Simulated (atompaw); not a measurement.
## Pseudopotential generation for Ba: PAW (atompaw), LDA (PW92), scalar-relativistic.

Ba (Z = 56), PAW, made with atompaw 4.2.0.5 (LDA (PW92), scalar-relativistic). Core [Kr] 4d10, reference 5s2 5p6 5d0 6s2 6p0. Waves: 5s (bound): rc 2.50 bohr; 6s (bound): rc 3.00 bohr; 5p (bound): rc 2.95 bohr; 6p (bound, empty): rc 3.00 bohr; 5d (bound, empty): rc 3.00 bohr; 5d channel at 10.66 Ry: rc 3.00 bohr. Local part: bessel scheme, radius 2.35 bohr. Core correction: smooth core density matched at 2.25 bohr. Augmentation charge: sinc compensation charge, radius 2.80 bohr; PAW radius 3.00 bohr; waves and projectors: custom polynom gramschmidtortho.

All-electron outer shells of the reference configuration (LDA (PW92), scalar-relativistic, ld1.x):

```
shell  level (eV)  outermost node (bohr)  outermost maximum (bohr)
   4p     -180.62                   0.35                      0.65
   4d      -89.65                   0.32                      0.70
   5s      -33.80                   0.80                      1.47
   5p      -18.81                   0.86                      1.67
   6s       -3.35                   1.96                      4.05
   5d       -2.13                   1.00                      2.52
   6p       -1.28                   2.36                      5.40
```

Results:

| Item | Value |
| --- | --- |
| Cutoffs needed | 8 Ry and 15 Ry (the cutoffs (Ry, on a coarse ladder) from which the occupation-weighted sum of valence levels, in a spherical-Bessel basis at the reference potential, stays within 10 and 1 mRy of its value at 400 Ry) |
| Ghost test | no extra level below or beside the all-electron valence levels (s, p, d, f tested) (spherical-Bessel basis up to 400 Ry, 20 bohr box) |
| Lowest eigenvalue of the overlap operator | 0.21 (d channel) |
| Overlap eigenvalues printed by atompaw (projector basis) | 0.0582, 0.448, 1.51, 23, 28.2, 124 |
| Share of each valence orbital outside the PAW sphere | 5s 2 %, 6s 88 %, 5p 7 %, 6p 96 %, 5d 55 % |

Generation and tests took about 10 s on one core of a shared server CPU.
